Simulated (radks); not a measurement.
The numbers below are computed, except where a source is named.
Question: Ionisation of Cs, [Xe] 6s1, to Cs+, [Xe], under several functionals. Dirac Kohn-Sham, spin-unpolarised, spherical densities, finite nucleus; a radial shooting solver on a logarithmic mesh with Libxc functionals. Known Delta-SCF values: exchange-only LDA 3.334 eV; RPBE 3.863 eV. What does revPBE give, and what is its highest occupied eigenvalue?

Answer: 3.798 eV by Delta-SCF; the 6s1/2 eigenvalue is -2.028 eV. NIST: 3.894 eV (measured).

Beside tabulated values, note that spin-unpolarised runs miss the spin-polarisation part of the exchange energy of open shells.
